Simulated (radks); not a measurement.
The numbers below are computed, except where a source is named.
All-electron atom: Ti12+ in [Ne] (the NIST ground configuration).

Code: a radial shooting solver on a logarithmic mesh with Libxc functionals. Model: Dirac Kohn-Sham, PBE, spin-unpolarised, spherical densities, finite nucleus; Fermi nuclear charge, rms radius 3.5921 fm.

Energy parts (eV):
total: -21640.155
kinetic: 21868.765
electron-nucleus: -47912.638
Hartree: 5317.625
exchange-correlation: -913.908

Orbitals (lengths in bohr, moments of r in powers of bohr; <r^-3> diverges for s and p1/2; r(90%) holds 90 % of the orbital's charge):
orbital	occ.	eigenvalue (eV)	r(90%)	<r^4>	<r^-3>	small-component weight
1s1/2	2	-5195.835	0.124	0.0001087	-	6.22e-03
2s1/2	2	-842.0248	0.495	0.02520	-	1.11e-03
2p1/2	2	-756.3368	0.463	0.01928	-	1.09e-03
2p3/2	4	-750.3362	0.466	0.01986	269.4	1.08e-03
3s1/2	0	-303.5829	1.20	0.8867	-	3.58e-04
3p1/2	0	-278.5490	1.22	0.9164	-	3.40e-04
3p3/2	0	-277.2986	1.22	0.9326	56.17	3.39e-04

The highest occupied level is 2p3/2 at -750.34 eV. Summed over all electrons, <r^2> = 0.8476 bohr^2, which gives a Langevin (diamagnetic) susceptibility term of -0.671 x 10^-6 cm^3/mol.
